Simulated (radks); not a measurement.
Task: All-electron atom: Ni in [Ar] 3d9 4d1 (not the ground configuration). Method: scalar-relativistic Kohn-Sham, PBE, spin-polarised, spherical densities, point nucleus; open shells are filled with parallel spins first; computed with a radial shooting solver on a logarithmic mesh with Libxc functionals. Some entries of the table are withheld. Estimate them.

| orbital | occ. | eigenvalue (eV) | <r^2> (bohr^2) | <1/r> (bohr^-1) |
|---|---|---|---|---|
| 1s down | 1 | -8212.439 | 0.003935 | 28.09 |
| 1s up | 1 | -8212.437 | 0.003935 | 28.09 |
| 2s up | 1 | -981.4723 | 0.07081 | 6.070 |
| 2s down | 1 | -980.9550 | 0.07076 | 6.072 |
| 2p up | 3 | -844.3389 | 0.05691 | 5.957 |
| 2p down | 3 | -843.9502 | 0.05686 | 5.959 |
| 3s up | 1 | -111.7188 | (1) | 1.910 |
| 3s down | 1 | -110.6483 | (2) | 1.908 |
| 3p up | 3 | (3) | 0.7289 | 1.758 |
| 3p down | 3 | (4) | 0.7314 | 1.755 |
| 3d up | 5 | -10.2894 | 1.558 | 1.313 |
| 3d down | 4 | -9.3616 | 1.637 | 1.298 |
| 4d up | 1 | -0.8006 | 110.7 | 0.1193 |

Result: 
(1) 3s up <r^2> (bohr^2): 0.6394
(2) 3s down <r^2> (bohr^2): 0.6406
(3) 3p up eigenvalue (eV): -72.2033
(4) 3p down eigenvalue (eV): -71.1541
